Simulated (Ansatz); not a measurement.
Born–Oppenheimer molecular dynamics of AsGeH₇ (9 atoms, charge 0, multiplicity 1). It starts at the highest image of a converged band. Of that band: The profile has 2 maxima (images 7, 9) with wells between them (image 8): this band takes more than one step, which may be the mechanism or a detour left from its start path. Neighbouring images differ by up to 2.5 eV, so the band resolves the path poorly. A vibrational analysis at the climbing image gives one clearly imaginary mode, 1233i cm⁻¹: a first-order saddle point.

The calculation used RKS PBE0-D4/def2-SVP in Ansatz 0.2.0.

| Quantity | Value |
| --- | --- |
| ensemble | NVE (velocity Verlet) |
| time step | 0.5 fs |
| steps asked | 200 |
| starting velocities drawn for | 100 K |
| seed | 11510 |

Frames 1 fs apart, positions in Å.

Velocities at 20.0 fs (Å/ps):

```
Ge -2.70 1.63 -0.88
H 3.98 -64.85 -32.77
H -2.61 53.27 13.38
H 16.91 7.86 3.22
H 23.47 -31.06 -5.73
H 71.51 -69.52 49.09
As 1.21 0.53 0.57
H -37.33 -59.22 2.28
H 28.74 6.29 -8.13
```

```xyz
9
Properties=species:S:1:pos:R:3 time_fs=20.0 energy_less_start_eV=-1.445 T=1694
Ge -0.877 0.936 -0.263
H -0.877 -0.617 -0.367
H -2.022 1.249 -1.318
H -1.375 1.494 1.066
H 0.342 1.679 -0.756
H 0.622 -2.149 1.009
As 1.237 -0.689 0.713
H 2.448 -1.549 1.129
H 1.591 -0.829 -0.727
9
Properties=species:S:1:pos:R:3 time_fs=21.0 energy_less_start_eV=-1.196 T=1421
Ge -0.880 0.938 -0.264
H -0.874 -0.678 -0.400
H -2.023 1.303 -1.303
H -1.358 1.501 1.071
H 0.367 1.648 -0.762
H 0.692 -2.212 1.054
As 1.239 -0.689 0.713
H 2.414 -1.604 1.131
H 1.619 -0.824 -0.738
9
Properties=species:S:1:pos:R:3 time_fs=22.0 energy_less_start_eV=-0.916 T=1112
Ge -0.883 0.939 -0.265
H -0.871 -0.728 -0.431
H -2.021 1.357 -1.285
H -1.339 1.507 1.077
H 0.396 1.617 -0.769
H 0.759 -2.258 1.090
As 1.240 -0.689 0.714
H 2.387 -1.652 1.135
H 1.646 -0.824 -0.751
9
Properties=species:S:1:pos:R:3 time_fs=23.0 energy_less_start_eV=-0.677 T=849
Ge -0.886 0.941 -0.266
H -0.871 -0.759 -0.462
H -2.016 1.410 -1.264
H -1.319 1.510 1.087
H 0.425 1.585 -0.775
H 0.820 -2.288 1.116
As 1.242 -0.689 0.715
H 2.369 -1.689 1.141
H 1.670 -0.827 -0.764
9
Properties=species:S:1:pos:R:3 time_fs=24.0 energy_less_start_eV=-0.531 T=688
Ge -0.890 0.942 -0.268
H -0.873 -0.771 -0.490
H -2.008 1.463 -1.241
H -1.298 1.511 1.098
H 0.453 1.551 -0.781
H 0.874 -2.299 1.131
As 1.243 -0.690 0.717
H 2.360 -1.715 1.147
H 1.689 -0.833 -0.774
9
Properties=species:S:1:pos:R:3 time_fs=25.0 energy_less_start_eV=-0.502 T=657
Ge -0.893 0.943 -0.270
H -0.879 -0.760 -0.516
H -1.998 1.515 -1.217
H -1.275 1.509 1.111
H 0.478 1.515 -0.785
H 0.919 -2.293 1.135
As 1.245 -0.692 0.718
H 2.360 -1.728 1.155
H 1.704 -0.844 -0.778
9
Properties=species:S:1:pos:R:3 time_fs=26.0 energy_less_start_eV=-0.591 T=754
Ge -0.897 0.944 -0.271
H -0.888 -0.728 -0.538
H -1.986 1.566 -1.193
H -1.250 1.503 1.124
H 0.499 1.478 -0.787
H 0.956 -2.272 1.128
As 1.248 -0.693 0.720
H 2.369 -1.728 1.164
H 1.714 -0.857 -0.776
9
Properties=species:S:1:pos:R:3 time_fs=27.0 energy_less_start_eV=-0.765 T=945
Ge -0.901 0.946 -0.273
H -0.901 -0.677 -0.557
H -1.974 1.615 -1.168
H -1.223 1.493 1.138
H 0.513 1.439 -0.787
H 0.981 -2.239 1.110
As 1.250 -0.696 0.721
H 2.387 -1.716 1.174
H 1.719 -0.874 -0.765
9
Properties=species:S:1:pos:R:3 time_fs=28.0 energy_less_start_eV=-0.965 T=1165
Ge -0.905 0.947 -0.276
H -0.917 -0.611 -0.573
H -1.962 1.664 -1.145
H -1.194 1.480 1.151
H 0.521 1.399 -0.784
H 0.995 -2.198 1.083
As 1.253 -0.698 0.723
H 2.412 -1.689 1.186
H 1.718 -0.894 -0.749
9
Properties=species:S:1:pos:R:3 time_fs=29.0 energy_less_start_eV=-1.117 T=1331
Ge -0.908 0.948 -0.278
H -0.938 -0.537 -0.587
H -1.950 1.712 -1.124
H -1.164 1.462 1.163
H 0.523 1.360 -0.780
H 0.996 -2.154 1.048
As 1.256 -0.701 0.725
H 2.445 -1.649 1.198
H 1.714 -0.916 -0.727
9
Properties=species:S:1:pos:R:3 time_fs=30.0 energy_less_start_eV=-1.174 T=1395
Ge -0.912 0.949 -0.280
H -0.963 -0.466 -0.599
H -1.939 1.759 -1.104
H -1.132 1.439 1.173
H 0.520 1.323 -0.774
H 0.982 -2.115 1.007
As 1.259 -0.704 0.727
H 2.483 -1.596 1.211
H 1.707 -0.941 -0.703
9
Properties=species:S:1:pos:R:3 time_fs=31.0 energy_less_start_eV=-1.183 T=1408
Ge -0.916 0.951 -0.282
H -0.994 -0.412 -0.614
H -1.928 1.804 -1.085
H -1.099 1.413 1.182
H 0.512 1.289 -0.768
H 0.953 -2.089 0.964
As 1.263 -0.707 0.729
H 2.525 -1.530 1.224
H 1.698 -0.967 -0.680
```

Of the whole run (100 fs, mean temperature of the second half 1744 K): The conserved energy stayed within 0.46 meV per atom of its start (net change -0.2 meV per atom), so the integration is sound. The system heated up, since it started high on the potential surface and ran downhill. A run of 0.1 ps of so small a system gives no equilibrium averages. The orbitals stay closed-shell, which can raise the energy where a bond breaks towards radicals; this wasn't checked here.

Time of the run: 8 min on 2 threads of Arm Neoverse V1, with other jobs on the host, peak memory 0.22 GiB.
